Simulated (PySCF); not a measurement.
# Sr (strontium, neutral) across methods

[Kr] 5s1 5p1, high-spin 3P determinant (an excited configuration). All numbers are calculated (PySCF 2.14, scalar relativity by spin-free X2C-1e, in aug-cc-pwCVTZ-X2C with one added diffuse shell each of s, p, d, f type (11s10p8d4f, 109 functions)).

```json
{"method": "CAM-B3LYP", "E (hartree)": "-3179.40", "mean ε 4p β (eV)": "-27.213", "mean ε 5s α (eV)": "-6.003", "mean ε 5p α (eV)": "-3.243", "Σ⟨r²⟩ (bohr²)": "80.89", "⟨S²⟩": "2.000"}
{"method": "r2SCAN", "E (hartree)": "-3179.20", "mean ε 4p β (eV)": "-24.555", "mean ε 5s α (eV)": "-4.465", "mean ε 5p α (eV)": "-2.157", "Σ⟨r²⟩ (bohr²)": "80.83", "⟨S²⟩": "2.000"}
{"method": "TPSSh", "E (hartree)": "-3179.09", "mean ε 4p β (eV)": "-24.858", "mean ε 5s α (eV)": "-4.572", "mean ε 5p α (eV)": "-2.311", "Σ⟨r²⟩ (bohr²)": "80.71", "⟨S²⟩": "2.000"}
{"method": "LDA", "E (hartree)": "-3175.05", "mean ε 4p β (eV)": "-23.938", "mean ε 5s α (eV)": "-4.562", "mean ε 5p α (eV)": "-2.084", "Σ⟨r²⟩ (bohr²)": "80.68", "⟨S²⟩": "2.000"}
{"method": "PBE", "E (hartree)": "-3178.83", "mean ε 4p β (eV)": "-23.825", "mean ε 5s α (eV)": "-4.402", "mean ε 5p α (eV)": "-2.119", "Σ⟨r²⟩ (bohr²)": "80.84", "⟨S²⟩": "2.000"}
{"method": "PBE0", "E (hartree)": "-3178.91", "mean ε 4p β (eV)": "-25.802", "mean ε 5s α (eV)": "-5.045", "mean ε 5p α (eV)": "-2.632", "Σ⟨r²⟩ (bohr²)": "80.81", "⟨S²⟩": "2.000"}
```

(1) Estimate the same row for UHF.

Answers

(1) E (hartree) = -3177.31792; mean ε 4p β (eV) = -30.657; mean ε 5s α (eV) = -6.615; mean ε 5p α (eV) = -3.942; Σ⟨r²⟩ (bohr²) = 83.97; ⟨S²⟩ = 2.000.
